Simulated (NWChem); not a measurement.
System: BeCl₂; SMILES [Cl][Be][Cl]

NWChem input:

```
start job
memory heap 200 mb stack 900 mb global 1100 mb
geometry units angstroms noautosym nocenter noautoz
  Be     0.000000     0.000000     0.000000
  Cl     0.000000     0.000000     1.813735
  Cl     0.000000     0.000000    -1.813735
end
basis spherical
  Be library def2-tzvp
  Cl library def2-tzvp
end
dft
  xc xpbe96 cpbe96
  iterations 150
end
property
  response 1 0.0
end
task dft property
```

Parts of the log:

```
             Northwest Computational Chemistry Package (NWChem) 7.3.0
             --------------------------------------------------------

                             Geometry "geometry" -> ""
                             -------------------------

 Output coordinates in angstroms (scale by  1.889725989 to convert to a.u.)

  No.       Tag          Charge          X              Y              Z
 ---- ---------------- ---------- -------------- -------------- --------------
    1 Be                   4.0000     0.00000000     0.00000000     0.00000000
    2 Cl                  17.0000     0.00000000     0.00000000     1.81373500
    3 Cl                  17.0000     0.00000000     0.00000000    -1.81373500

 Effective nuclear repulsion energy (a.u.)      81.8389777693

  pbe96 is a nonlocal functional; adding pw91lda local functional.
                              NWChem Property Module
                              ----------------------

                                 NWChem DFT Module
                                 -----------------

 Summary of "ao basis" -> "ao basis" (spherical)
 ------------------------------------------------------------------------------
       Tag                 Description            Shells   Functions and Types
 ---------------- ------------------------------  ------  ---------------------
 Be                        def2-tzvp                 9       19   5s3p1d
 Cl                        def2-tzvp                13       37   5s5p2d1f

            General Information
            -------------------
          SCF calculation type: DFT
          Wavefunction type:  closed shell.
          No. of atoms     :     3
          No. of electrons :    38
           Alpha electrons :    19
            Beta electrons :    19
          Charge           :     0
          Spin multiplicity:     1
          Use of symmetry is: off; symmetry adaption is: off
          Maximum number of iterations: 150
          AO basis - number of functions:    93
                     number of shells:    35
          Convergence on energy requested:  1.00D-06
          Convergence on density requested:  1.00D-05
          Convergence on gradient requested:  5.00D-04

              XC Information
              --------------
          PerdewBurkeErnzerhof Exchange Functional  1.000
            Perdew 1991 LDA Correlation Functional  1.000 local
           PerdewBurkeErnz. Correlation Functional  1.000 non-local

             Grid Information
             ----------------
          Grid used for XC integration:  medium
          Radial quadrature: Mura-Knowles
          Angular quadrature: Lebedev.
          Tag              B.-S. Rad. Rad. Pts. Rad. Cut. Ang. Pts.
          ---              ---------- --------- --------- ---------
          Be                  1.05       49           8.0       434
          Cl                  1.00       88          10.0       590
          Grid pruning is: on
          Number of quadrature shells:   225
          Spatial weights used:  Erf1

      Superposition of Atomic Density Guess
      -------------------------------------

 Sum of atomic energies:        -933.52795708

      Non-variational initial energy
      ------------------------------

 Total energy =    -934.061836
 1-e energy   =   -1451.580995
 2-e energy   =     435.680182
 HOMO         =      -0.461637
 LUMO         =      -0.013749

   convergence    iter        energy       DeltaE   RMS-Dens  Diis-err
 ---------------- ----- ----------------- --------- --------- ---------
 d= 0,ls=0.0,diis     1   -934.8518449480 -1.02D+03  8.84D-03  1.38D+00
 d= 0,ls=0.0,diis     2   -934.8325559707  1.93D-02  8.01D-03  4.93D-01
 d= 0,ls=0.0,diis     3   -934.8469125147 -1.44D-02  3.57D-03  4.05D-01
 d= 0,ls=0.0,diis     4   -934.9062132793 -5.93D-02  3.65D-04  6.20D-04
 d= 0,ls=0.0,diis     5   -934.9063265363 -1.13D-04  5.29D-05  5.46D-05
  Resetting Diis
 d= 0,ls=0.0,diis     6   -934.9063354269 -8.89D-06  7.25D-06  9.25D-07
 d= 0,ls=0.0,diis     7   -934.9063354884 -6.15D-08  5.35D-06  1.59D-07

         Total DFT energy =     -934.906335488400
      One electron energy =    -1453.662048124139
           Coulomb energy =      495.937418957812
    Exchange-Corr. energy =      -59.020684091381
 Nuclear repulsion energy =       81.838977769308

 Numeric. integr. density =       37.999999957950

                       DFT Final Molecular Orbital Analysis
                       ------------------------------------

 Vector   17  Occ=2.000000D+00  E=-3.174600D-01
              MO Center= -2.5D-10,  5.1D-10,  1.0D-06, r^2= 4.0D+00
   Bfn.  Coefficient  Atom+Function         Bfn.  Coefficient  Atom+Function
  ----- ------------  ---------------      ----- ------------  ---------------
    35     -0.265222  2 Cl py                72     -0.265222  3 Cl py
    34      0.245919  2 Cl px                71      0.245918  3 Cl px
    38     -0.156761  2 Cl py                75     -0.156761  3 Cl py
    37      0.145352  2 Cl px                74      0.145352  3 Cl px
     7      0.132770  1 Be py                 6     -0.123107  1 Be px

[...]

 DFT Linear Response polarizability / au
 Frequency  =       0.0000000 / au
              X              Y              Z
 -----------------------------------------------
 X      29.2508948     -0.0000000      0.0000000
 Y      -0.0000000     29.2508948      0.0000000
 Z       0.0000000      0.0000000     53.0369945
 -----------------------------------------------
 Eigenvalues =      29.2508948     29.2508948     53.0369945
 Isotropic   =      37.1795947
 Anisotropic =      23.7860997
 -----------------------------------------------

 Magnetic Dipole Response Matrix (nonzero elements):

 Exiting AOResponse driver routine
```

Level: PBE/def2-TZVP. Coordinates come from a PBE-D3(BJ)/def2-SVP optimisation.
